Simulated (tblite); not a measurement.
**Question.** Write Cartesian coordinates for `C=N/N=C\C(C)C` as optimised with GFN2-xTB.

**Answer.** 
```xyz
17
C5H10N2 angstrom
C      3.0663   -0.2409   -0.4592
N      2.3904   -0.0777    0.5941
N      1.4755   -0.8074    1.1071
C      0.2182   -0.7019    1.1093
C     -0.6042    0.2591    0.2951
C     -1.5318   -0.5190   -0.6398
C     -1.4128    1.1619    1.2282
H      2.8548   -0.9989   -1.2106
H      3.9076    0.4130   -0.6157
H     -0.3129   -1.3737    1.7708
H      0.0749    0.8779   -0.3031
H     -2.1250    0.1674   -1.2401
H     -0.9570   -1.1558   -1.3091
H     -2.2078   -1.1470   -0.0634
H     -0.7518    1.7239    1.8842
H     -2.0069    1.8654    0.6491
H     -2.0844    0.5658    1.8427
```

Orientation and origin are arbitrary. Atoms count from 1 in this order. N3 (C=N nitrogen) is bent (angle 131.8°). The 3 C–C bonds span 1.504 Å (C4–C5, drawn single) to 1.530 Å (C5–C6, drawn single), a spread of 0.026 Å. Of the pairs four or more bonds apart, N2···H11 is among the closest relative to their van der Waals radii: 2.66 Å, 97 % of the sum of Bondi's values.

Bonds between heavy atoms (Å): C1=N2 1.262, N2–N3 1.278, N3=C4 1.262, C4–C5 1.504, C5–C6 1.530, C5–C7 1.530.

Computed geometry: GFN2-xTB, gas phase.

Point group: C1 (no symmetry element, even within 0.4 Å). Its GFN2-xTB frequencies are all real (lowest 23 cm⁻¹). The numbers are those of one conformer (C1–N2–N3–C4 -102°, N3–C4–C5–C6 118°).
